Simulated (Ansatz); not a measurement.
Geometry optimisation, RKS PBE0-D4/STO-3G in Ansatz 0.2.0.

Input:

```yaml
crystal:
  periodic: [false, false, false]
  atoms:
    - { symbol: Si, position_ang: [-0.9904, -0.2452, 1.5773] }
    - { symbol: Si, position_ang: [0.5818, 0.8488, 0.4519] }
    - { symbol: B, position_ang: [2.2955, 0.54173, 1.32595] }
    - { symbol: C, position_ang: [3.13055, 0.41752, 2.48237] }
    - { symbol: "N", position_ang: [3.75013, 0.54058, 1.31716] }
    - { symbol: H, position_ang: [-1.0965, 0.3233, 2.9428] }
    - { symbol: H, position_ang: [-2.2978, 0.046, 0.8993] }
    - { symbol: H, position_ang: [-0.7221, -1.6269, 1.5753] }
    - { symbol: H, position_ang: [0.20635, 2.29454, 0.44854] }
    - { symbol: H, position_ang: [0.63795, 0.39016, -0.94673] }
    - { symbol: H, position_ang: [3.1438, 0.15829, 3.56577] }
basis:
  gaussian: { orbitals: STO-3G }
hamiltonian:
  xc: pbe0
  dispersion: d4
relax:
  f_tol: 0.015
  max_steps: 40
output:
  orbitals: {}
```

Run as:

```bash
$ ansatz run input.yaml --threads 1 --pin off --max-ram 2048MiB --backend cpu --events-out ev --progress --plain --runs-dir out
```

Where does it end, and by what steps?

It converged. The force dipped under the threshold on the way, but the program's further checks kept it going. Limits of this set-up: minimal basis. After 22 steps the energy has fallen by 0.587 eV; H11 moved furthest, 1.11 Å.

| step | energy less start (eV) | largest force component (eV/Å) | accepted |
| --- | --- | --- | --- |
| 0 | 0.0000 | 2.955 | yes |
| 1 | -0.4125 | 1.517 | yes |
| 2 | -0.5161 | 0.718 | yes |
| 3 | -0.5652 | 0.203 | yes |
| 4 | -0.5713 | 0.067 | yes |
| 5 | -0.5404 | 1.543 | no |
| 6 | -0.5750 | 0.087 | yes |
| 7 | -0.5752 | 0.438 | yes |
| 8 | -0.5757 | 0.277 | yes |
| 9 | -0.5833 | 0.089 | yes |
| 10 | -0.5854 | 0.045 | yes |
| 11 | -0.5859 | 0.018 | yes |
| 12 | -0.5828 | 0.518 | no |
| 13 | -0.5863 | 0.022 | yes |
| 14 | -0.5859 | 0.237 | no |
| 15 | -0.5855 | 0.208 | no |
| 16 | -0.5864 | 0.017 | yes |
| 17 | -0.5866 | 0.006 | yes |
| 18 | -0.5862 | 0.204 | no |
| 19 | -0.5867 | 0.009 | yes |
| 20 | -0.5868 | 0.067 | yes |
| 21 | -0.5868 | 0.042 | yes |
| 22 | -0.5869 | 0.001 | yes |

```xyz
11
Properties=species:S:1:pos:R:3
Si -1.120 -0.267 1.449
Si 0.569 0.921 0.565
B 2.215 0.524 1.481
C 3.259 0.628 2.470
N 3.385 -0.388 1.572
H -1.293 0.046 2.848
H -2.361 0.023 0.772
H -0.871 -1.684 1.340
H 0.275 2.332 0.670
H 0.697 0.612 -0.841
H 3.886 0.944 3.314
```

Whether the end is a true minimum wasn't checked by a vibrational analysis.

Time of the run: 63 s on 1 thread of Arm Neoverse V1, with other jobs on the host, peak memory 0.15 GiB.
